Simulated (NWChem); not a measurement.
# C$_{4}$H$_{8}$O; SMILES OCC1CC1

```xyz
13

O      0.6862     1.5054     0.0000
C     -0.6645     1.0744     0.0000
C     -0.7078    -0.4394     0.0000
C      0.3298    -1.2327    -0.7569
C      0.3298    -1.2327     0.7569
H      0.6871     2.4774     0.0000
H     -1.2166     1.4515    -0.8984
H     -1.2166     1.4515     0.8984
H     -1.7371    -0.8371     0.0000
H      1.1260    -0.6582    -1.2545
H      0.0089    -2.1439    -1.2855
H      0.0089    -2.1439     1.2855
H      1.1260    -0.6582     1.2545
```
Atoms are numbered in this order, from 1.

Computed with NWChem. Geometry: optimised at PBE-D3(BJ)/def2-SVP. Not confirmed as a minimum by frequencies. Ions are spin-unrestricted doublets at the neutral geometry; other ion states weren't tried.

```
level                                 vertical ionisation energy, ΔSCF (eV)  −ε(HOMO) (eV)  ΔSCF minus −ε(HOMO) (eV)
------------------------------------  -------------------------------------  -------------  ------------------------
B3LYP/def2-SVP                                                         9.49           7.09                      2.40
PBE/def2-SVP                                                           9.07           5.76                      3.31
BHandHLYP/def2-SVP                                                      ___            ___                       ___
LDA (Slater exchange, VWN5)/def2-SVP                                   9.17           5.83                      3.34
r2SCAN/def2-SVP                                                        9.27           6.13                      3.14
```

Task: Fill in the missing entries.

Result: 
- BHandHLYP/def2-SVP, vertical ionisation energy, ΔSCF (eV): 9.84
- BHandHLYP/def2-SVP, −ε(HOMO) (eV): 8.72
- BHandHLYP/def2-SVP, ΔSCF minus −ε(HOMO) (eV): 1.12
